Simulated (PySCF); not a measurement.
Isomers of C4H7NO2Si, one GFN2-xTB conformer each. Single-point energies are computed at PBE0/pcSseg-1 (PySCF, gas phase, no added dispersion term), electronic only.

Question: Rank them by PBE0/pcSseg-1 energy, lowest first (kJ/mol).
A. `[CH2:1]=[N:2][C:3](=[CH2:4])[O:5][SiH2:6][CH:7]=[O:8]` with C1–N2–C3–C4 38°, N2–C3–O5–Si6 4°, C3–O5–Si6–C7 -26°, O5–Si6–C7–O8 126°
B. `[CH3:1][CH2:2][C:3](=[O:4])[O:5][SiH2:6][C:7]#[N:8]` with C1–C2–C3–O4 -1°, C2–C3–O5–Si6 -179°, C3–O5–Si6–C7 67°
C. `[OH:1][SiH:2]([OH:3])[n:4]1[cH:5][cH:6][cH:7][cH:8]1` with H–O1–Si2–O3 38°, O1–Si2–O3–H -173°, O1–Si2–N4–C5 -33°

Answer: C (0.0), B (167.9), A (429.1).

As drawn, the lowest has an aromatic ring and an O–H bond, which the highest lacks; the highest has a C=O bond, a C=N bond and an Si–C bond, which the lowest lacks. GFN2-xTB itself gives, in the same order: 0.0, 275.5, 427.1. Both levels put the same isomer lowest; measured from each level's own lowest isomer, the values differ by up to 107.6 kJ/mol (CCC(=O)O[SiH2]C#N: 275.5 against 167.9).

Question: Which frontier levels, dipoles and rotational constants go with these structures?

Answer: 
```
            SMILES  HOMO (eV, PBE0/pcSseg-1)  LUMO (eV)  dipole (D)       A, B, C (MHz)
  O[SiH](O)n1cccc1                     -6.25       0.64        1.58   3973, 1228, 982.4
 CCC(=O)O[SiH2]C#N                     -8.60      -1.06        4.46  3566, 894.4, 798.1
C=NC(=C)O[SiH2]C=O                     -6.34      -1.95        2.50    2478, 1644, 1048
```
